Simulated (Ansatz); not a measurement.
```yaml
crystal:
  periodic: [false, false, false]
  atoms:
    - {symbol: S, position_ang: [-1.568308, -0.553917, 0.427302]}
    - {symbol: C, position_ang: [-0.333679, 0.343244, 0.404383]}
    - {symbol: Te, position_ang: [1.411990, -0.972564, -0.564751]}
    - {symbol: H, position_ang: [-2.018810, -0.892385, -0.861405]}
    - {symbol: H, position_ang: [-0.374577, 1.061357, -0.125007]}
    - {symbol: H, position_ang: [0.018927, 0.547439, 1.430595]}
    - {symbol: H, position_ang: [2.387749, 0.512750, -0.891432]}
basis:
  gaussian: {orbitals: def2-TZVP, point_charges: [{charge: -1.00, position_ang: [5.027, -0.755, -0.836]}]}
hamiltonian: {xc: {name: BHLYP}, dispersion: d3bj}
accuracy: high
scf: {lower_state_search: full}
relax: {f_tol: 0.0001, max_steps: 3}
output: {forces: true}
```

```sh
$ ansatz run in.yaml --threads 2 --pin off --events-out ev --progress --plain --max-ram 4352MiB
```

It prints (some lines left out):

```
Functional definition: BHLYP
2863 factors; integrals over basis functions are off by at most 2.3e-9 eV
mean field evaluation 1: about -19221.3168 eV, gradient 4.6e1 eV
mean field evaluation 2: about -19221.6096 eV, gradient 4.5e1 eV
mean field evaluation 4: about -19226.4375 eV, gradient 5.5e0 eV
mean field evaluation 8: about -19226.5062 eV, gradient 4.2e-1 eV
mean field evaluation 16: about -19226.5066 eV, gradient 2.2e-4 eV
mean field -19226.50662816 eV, -706.5610863907 hartree, gradient 3.6e-8 eV, S^2 0.000000; 0 other end points of the search recorded, 0 dependent functions left out
reference -19226.50665413 eV, -706.5610873452 hartree; 25, 25 occupied and 117, 117 virtual orbitals, 2863 factors
relax step   1: F+E_penalty+E_count = -19226.78761013 eV  Δ(F+E_penalty+E_count) = +0.000e0 eV  max|allowed force component| = 9.943e0 eV/Å  Δτ_max = 0.0000 Å  (38 SCF iters, accepted)
2874 factors; integrals over basis functions are off by at most 2.9e-9 eV
mean field -19228.58621899 eV, -706.6375099439 hartree, gradient 3.7e-8 eV, S^2 0.000000; 0 other end points of the search recorded, 0 dependent functions left out
reference -19228.58624481 eV, -706.6375108928 hartree; 25, 25 occupied and 117, 117 virtual orbitals, 2874 factors
relax step   2: F+E_penalty+E_count = -19228.86339934 eV  Δ(F+E_penalty+E_count) = -2.076e0 eV  max|allowed force component| = 5.199e0 eV/Å  Δτ_max = 0.1948 Å  (51 SCF iters, accepted)
2878 factors; integrals over basis functions are off by at most 3.3e-9 eV
mean field -19229.15775132 eV, -706.6585133699 hartree, gradient 3.3e-8 eV, S^2 0.000000; 0 other end points of the search recorded, 0 dependent functions left out
reference -19229.15777706 eV, -706.6585143159 hartree; 25, 25 occupied and 117, 117 virtual orbitals, 2878 factors
relax step   3: F+E_penalty+E_count = -19229.43603857 eV  Δ(F+E_penalty+E_count) = -5.726e-1 eV  max|allowed force component| = 2.040e0 eV/Å  Δτ_max = 0.1908 Å  (51 SCF iters, accepted)
Error: geometry relaxation did not converge after 3 steps: max|allowed force component| = 2.04e0 eV/Å (threshold 1.0e-4). Raise `relax.max_steps` over both its present limit and 3, loosen `relax.f_tol`, or start from a geometry closer to equilibrium. Where this run's directory can be resumed (`checkpoint.write`), a resume goes on for up to `relax.max_steps` more
```

(1) Something in this input is off. What?

Results:

(1) The relaxation is allowed too few steps for its threshold. No converged result was reached.
